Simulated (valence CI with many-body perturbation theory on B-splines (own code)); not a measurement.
E1 line list for Cd XVIII

Calculated by configuration interaction combined with many-body perturbation theory (CI+MBPT): three valence electrons over a frozen Dirac-Fock core [Ar] 3d10, radial functions for each j: 11 s, 11 p, 10 d, 8 f, 5 g, 2 h, with the one-electron correlation potential Σ1 (screened to all orders), the two-electron term Σ2, the three-electron term Σ3, Breit, model QED; selected single and double excitations, second order for the rest, scaled by the run's own slope (own B-spline code, finite nucleus).

No measured spectrum was set against this ion. As an estimate, levels hold to about 250 cm⁻¹ or 0.2 % of their energy and the worst to 1 %, as in measured heavy ions of charge 2 to 7; those with d or f electrons hold less well.

Lines 101 to 150 of 557 in falling wavelength, among levels below 1981700 cm⁻¹, chosen from the strongest by gf and those to the six lowest levels. Wavelengths and rates use the calculated energies, so an error of 1000 cm⁻¹ moves a line at 247.1 Å by 0.25 % and its rate by three times that or more. Electric multipoles are in the length gauge with retardation, E1 and E2 with the static RPA response of the core. Weak lines are less certain than strong ones. Lines between different terms over intervals too small for the method are left out, as are lines whose strength nearly cancels. Where a level lies close to another of its J and parity, the split of strength between their lines is uncertain. The highest levels of a list are the least certain.

Names give the largest LS component (configuration and term), which can be under half, so a name can repeat, a term be missing and a line seem to break the LS rules; names also repeat where a configuration has a term twice. Letters in brackets count levels of one name in rising energy.

```tsv
λ vac (Å)	Upper	Lower	A (s⁻¹)	S (a.u.) with core polarisation	S without
247.1	4p2.4f 4G°_9/2 [b]	4s.4p.4f 2G_7/2 [a]	6.91e+09	5.15e-01	5.64e-01
246.8	4p.4d2 2G°_7/2	4s.4p.4f 4G_9/2	4.40e+09	2.61e-01	2.86e-01
246.2	4s.4p2 2D_3/2	4s2.4p 2P°_1/2	1.55e+10	4.57e-01	5.00e-01
244.8	4p2.4f 4G°_11/2	4s.4p.4f 4G_9/2	6.83e+09	5.93e-01	6.52e-01
244.8	4p2.4f 4G°_9/2 [a]	4s.4p.4f 4F_7/2 [a]	7.46e+09	5.40e-01	5.91e-01
244.8	4p2.4f 4F°_9/2	4s.4p.4f 2F_7/2 [a]	5.58e+09	4.04e-01	4.41e-01
244.3	4p2.4d 4F_9/2	4s.4p.4d 4F°_7/2	5.78e+09	4.16e-01	4.57e-01
242.5	4p2.4d 2F_7/2 [a]	4s.4p.4d 4F°_5/2	4.97e+09	2.80e-01	3.07e-01
240.3	4p2.4d 2D_3/2 [c]	4s.4p.4d 2F°_5/2 [b]	1.61e+10	4.40e-01	4.82e-01
240.0	4p2.4d 2D_5/2 [b]	4s.4p.4d 2F°_7/2 [a]	2.34e+10	9.56e-01	1.05e+00
239.4	4p2.4f 4G°_7/2	4s.4p.4f 4F_7/2 [a]	5.74e+09	3.11e-01	3.41e-01
239.0	4s.4p.4d 2F°_5/2 [b]	4s2.4d 2D_3/2	2.41e+10	9.76e-01	1.07e+00
239.0	4p2.4d 4D_5/2	4s.4p.4d 4F°_7/2	8.86e+09	3.58e-01	3.92e-01
238.6	4p.4d2 2F°_7/2 [b]	4s.4p.4f 4G_9/2	8.44e+09	4.53e-01	4.95e-01
238.3	4p.4d2 4S°_3/2	4s.4d2 4P_1/2	9.71e+09	2.60e-01	2.85e-01
238.2	4p2.4f 4G°_7/2	4s.4p.4f 4G_5/2 [a]	6.28e+09	3.35e-01	3.67e-01
238.2	4p2.4d 2D_5/2 [c]	4s.4p.4d 2F°_7/2 [b]	1.07e+10	4.28e-01	4.68e-01
237.9	4p3 4S°_3/2 [b]	4s.4p2 4P_5/2	1.10e+10	2.92e-01	3.20e-01
236.8	4p2.4f 4D°_1/2	4s.4p.4f 4F_3/2	2.20e+10	2.88e-01	3.16e-01
236.7	4p2.4f 4F°_5/2	4s.4d2 4F_7/2	6.18e+09	2.43e-01	2.66e-01
236.5	4p2.4f 2D°_3/2 [a]	4s.4d2 4F_5/2	1.03e+10	2.69e-01	2.94e-01
236.5	4p2.4f 4D°_3/2	4s.4p.4f 4F_3/2	1.17e+10	3.06e-01	3.36e-01
235.8	4p2.4f 4F°_9/2	4s.4p.4f 4G_11/2	7.86e+09	5.09e-01	5.56e-01
235.8	4p3 2P°_1/2	4s.4p2 2D_3/2	3.19e+10	4.12e-01	4.51e-01
235.3	4p3 2D°_5/2	4s.4p2 4P_5/2	5.01e+09	1.93e-01	2.12e-01
235.1	4p2.4f 2F°_5/2 [b]	4s.4p.4f 2G_7/2 [a]	1.47e+10	5.67e-01	6.19e-01
235.0	4p2.4f 2D°_5/2 [a]	4s.4p.4f 4G_5/2 [a]	6.48e+09	2.49e-01	2.73e-01
234.7	4p2.4d 2D_3/2 [a]	4s.4p.4d 2F°_5/2 [a]	1.40e+10	3.57e-01	3.90e-01
234.7	4p2.4d 4D_7/2	4s.4p.4d 4F°_9/2	9.09e+09	4.64e-01	5.08e-01
234.6	4p.4d2 4D°_7/2 [b]	4s.4d2 4F_7/2	6.57e+09	3.35e-01	3.67e-01
234.5	4p2.4d 4P_5/2	4s.4p.4d 4D°_3/2	7.06e+09	2.70e-01	2.96e-01
233.3	4p2.4d 2P_3/2 [a]	4s.4p.4d 4F°_3/2	1.01e+10	2.52e-01	2.76e-01
232.2	4p2.4d 2F_5/2 [b]	4s.4p.4d 4D°_7/2	6.30e+09	2.34e-01	2.56e-01
231.9	4p2.4d 4D_1/2	4s.4p.4d 4F°_3/2	2.56e+10	3.16e-01	3.46e-01
231.7	4p.4d2 4F°_5/2	4s.4p.4f 4G_5/2 [a]	6.47e+09	2.39e-01	2.61e-01
231.3	4p2.4d 2G_9/2	4s.4p.4d 4F°_9/2	1.20e+10	7.33e-01	8.05e-01
231.0	4p2.4d 4P_5/2	4s.4p.4d 4P°_5/2	1.21e+10	4.43e-01	4.85e-01
230.4	4p2.4f 4F°_3/2	4s.4p.4f 4G_5/2 [a]	1.14e+10	2.76e-01	3.02e-01
229.9	4p2.4d 2G_7/2	4s.4p.4d 4F°_7/2	5.73e+09	2.75e-01	3.01e-01
229.2	4p.4d2 2G°_9/2	4s.4p.4f 2G_7/2 [a]	7.88e+09	4.68e-01	5.10e-01
228.5	4s.4p.5s 2P°_1/2 [b]	4s2.5s 2S_1/2	6.11e+10	7.19e-01	7.83e-01
228.2	4p3 4S°_3/2 [a]	4s.4p2 4P_1/2	1.02e+10	2.39e-01	2.62e-01
227.3	4s.4p.5s 2P°_3/2 [b]	4s2.5s 2S_1/2	5.94e+10	1.38e+00	1.50e+00
227.0	4s.4p2 2S_1/2	4s2.4p 2P°_3/2	4.43e+10	5.12e-01	5.60e-01
227.0	4p2.4d 4D_5/2	4s.4p.4d 4F°_5/2	1.18e+10	4.09e-01	4.48e-01
226.8	4s.4p2 2P_1/2	4s2.4p 2P°_1/2	5.98e+10	6.89e-01	7.54e-01
226.2	4p3 2P°_3/2	4s.4p2 2D_5/2	1.37e+10	3.14e-01	3.44e-01
226.2	4s.4p.4d 2P°_1/2 [b]	4s2.4d 2D_3/2	4.15e+10	4.74e-01	5.20e-01
225.9	4s.4p.4d 2D°_3/2 [b]	4s2.4d 2D_5/2	1.29e+10	2.93e-01	3.21e-01
225.8	4s.4p.4f 2D_3/2 [b]	4s2.4f 2F°_5/2	5.79e+10	1.32e+00	1.44e+00
```
